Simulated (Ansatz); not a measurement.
Cost and result for the atomization energy of C₂H₅In (`C=[CH][InH2]`) (8 atoms, 7 bonds).

Cartesian coordinates in Å:
```
C -0.821 0.019 -1.216
C -0.661 0.356 0.064
In 1.105 -0.190 1.133
H -0.070 -0.542 -1.766
H -1.713 0.286 -1.782
H -1.461 0.918 0.542
H 1.336 0.231 2.788
H 2.285 -1.079 0.237
```

The species carries charge 0 and has multiplicity 1. Correlated methods include outer-core shells of In, which these sets cover unevenly. In: def2 effective core potential. Geometry: relaxed with PBE0-D4/def2-TZVP. Program: Ansatz. All runs use 4 threads of an Arm Neoverse V2 on a shared host. Times are those of one run each, without the atoms' runs, and a repeat can differ threefold. Electronic energies, without spin–orbit coupling; frozen cores. CCSD(T)/CBS adds CCSD(T) − MP2 in def2-TZVPP to the MP2 limit, and its time is that of the two runs behind it. T1 = 0.013. With those shells the extrapolation isn't a true limit. HSE06 is the plane-wave form, built on full-range PBE exchange.

CCSD(T)/CBS is a level of theory with its own doubt, some kJ/mol a heavy atom from the limit and from the frozen cores, so smaller differences don't rank the functionals.

```tsv
level	functions	wall time	atomization (kJ/mol)	difference from CCSD(T)/CBS	per bond
revPBE-D4/def2-TZVPP	182	1.1 s	2568.5	-34.8	-5.0
PBE0-D4/def2-TZVPP	182	1.4 s	2597.5	-5.8	-0.8
CCSD(T)/def2-SVP	79	1.6 s	2479.9	-123.4	-17.6
HSE06-D4/def2-TZVPP	182	1.7 s	2598.6	-4.7	-0.7
BHLYP-D4/def2-TZVPP	182	1.8 s	2533.8	-69.5	-9.9
CAM-B3LYP-D4/def2-TZVPP	182	1.9 s	2606.8	3.5	0.5
PBE-QIDH/def2-TZVPP	182	2.7 s	2583.4	-19.9	-2.8
r2SCAN-D4/def2-TZVPP (with forces)	182	2.9 s	2599.7	-3.6	-0.5
r2SCANh-D4/def2-TZVPP	182	3 s	2587.7	-15.6	-2.2
ωB97M-V/def2-TZVPP (with forces)	182	5.5 s	2608.3	5.0	0.7
MP2/def2-QZVPP	346	9 s	2582.5	-20.8	-3.0
CCSD(T)/def2-TZVPP	182	30 s	2550.3	-53.0	-7.6
CCSD(T)/CBS(def2)	–	39 s	2603.3	0.0	0.0
```

Leaving LDA and LC-ωPBE aside and taking each functional with its dispersion term where it has one, the values, not all of them listed here, spread over 94.0 kJ/mol, from BHLYP-D4 to PBE-D4. LDA lies +330.7 kJ/mol from PBE without D4, its usual overbinding. At CCSD(T), def2-SVP lies −123.4 kJ/mol from the extrapolated value and def2-TZVPP −52.9 kJ/mol: correlation converges slowly with the basis, and small sets miss more of it in the bonded molecule than in its fragments. From r2SCAN to r2SCAN0 (25 % exact exchange), in def2-TZVPP and without D4, the atomization energy moves by −29.3 kJ/mol: exact exchange takes away binding that semilocal exchange gives to molecules.

Spin–orbit coupling would lower the free In atoms strongly, and the atomization energy with them, by more than many differences here.
